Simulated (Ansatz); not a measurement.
## How methods differ on GeO (SMILES [O]=[Ge])

GeO has 2 atoms, charge 0, and is taken as a singlet. SMILES: `[O]=[Ge]`. Geometry: a GFN2-xTB relaxation, a rough one for these elements and not checked as a minimum.

```
atom   x (Å)   y (Å)   z (Å)
   O  0.0000  0.0000  0.0000
  Ge  0.0000  0.0000  1.5765
```

Each level gives the energy change with the O1–Ge2 bond stretched from 1.576 to 2.365 Å (eV). The values are calculated.

| level | kind | program | value (eV) | less FCI/STO-3G | CPU time (all runs) |
| --- | --- | --- | --- | --- | --- |
| HF/STO-3G (restricted) | Hartree–Fock | Ansatz | 7.17 | +2.18 | 0.34 s |
| SVWN5/STO-3G (restricted) | LDA | Ansatz | 6.99 | +2.00 | 5.9 s |
| revPBE/STO-3G (restricted) | GGA | Ansatz | 6.44 | +1.45 | 11 s |
| r2SCAN/STO-3G (restricted) | meta-GGA | Ansatz | 7.04 | +2.05 | 20 s |
| B3LYP/STO-3G (restricted) | global hybrid | Ansatz | 7.24 | +2.25 | 6.9 s |
| PBE0/STO-3G (restricted) | global hybrid | Ansatz | 7.40 | +2.41 | 3.4 s |
| CAM-B3LYP/STO-3G (restricted) | range-separated hybrid | Ansatz | 8.03 | +3.04 | 4.3 s |
| B2PLYP/STO-3G (restricted) | double hybrid | Ansatz | 6.14 | +1.15 | 2.6 s |
| FCI/STO-3G | exact in the basis | Ansatz | 4.99 | 0.00 | 1.9 s |

FCI/STO-3G is exact within its basis and frozen core, so for wave-function methods in that basis the difference is their error; functionals converge differently with the basis, so for them it is only a difference. A spin-restricted reference rises too steeply as a bond breaks; here HF/STO-3G, SVWN5/STO-3G, revPBE/STO-3G, r2SCAN/STO-3G, B3LYP/STO-3G, PBE0/STO-3G, CAM-B3LYP/STO-3G, B2PLYP/STO-3G lie well above the multireference or unrestricted value. All-electron rows without a relativistic Hamiltonian named are non-relativistic. The first shape isn't each level's own minimum. The values span 4.99 to 8.03 eV. All rows use very small basis sets, so none should be taken for the real molecule's value. In so small a basis fixed costs decide the times, and correlated methods can beat functionals. CPU times are rough (shared hosts, several kinds of processor and program).
